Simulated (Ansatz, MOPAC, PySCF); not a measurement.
The same groups moved round the core (benzothiophene boryl+vinyl). Isolated molecules, 0 K electronic values unless said otherwise. One relaxed conformer stands for each flexible species; it need not be the lowest. Strings in code marks are SMILES.

Quantity: electronic energy of isomers of C10H9BS relative to `Bc1cc2ccc(C=C)cc2s1`, in kcal/mol. The restricted reference of `Bc1cc(C=C)cc2ccsc12`, `Bc1cc(C=C)cc2sccc12`, `Bc1cc2c(C=C)cccc2s1`, `Bc1cc2ccc(C=C)cc2s1`, `Bc1cc2sccc2cc1C=C` and `Bc1ccc(C=C)c2ccsc12` is unstable towards unrestricted orbitals. Semi-empirical values (MOPAC) are differences of heats of formation.

Level 1: frozen-core MP2/cc-pVDZ // B3LYP-D3(BJ)/def2-SVP (Ansatz, a first-principles code)
Level 2: B3LYP/6-311+G** // B3LYP-D3(BJ)/def2-SVP (PySCF)
Level 3: B3LYP/LANL2DZ // B3LYP-D3(BJ)/def2-SVP (PySCF)
Level 4: PM3 // B3LYP-D3(BJ)/def2-SVP (MOPAC)

```csv
species,level 1,level 2,level 3,level 4
`Bc1cc2sccc2cc1C=C`,7.06,8.99,9.49,6.08
`Bc1cc2c(C=C)cccc2s1`,0.55,1.48,1.67,0.63
`Bc1cc(C=C)cc2sccc12`,4.81,5.82,5.35,4.75
`Bc1cc(C=C)cc2ccsc12`,4.71,5.97,5.76,4.46
`Bc1ccc(C=C)c2ccsc12`,4.22,6.02,6.08,5.02
```
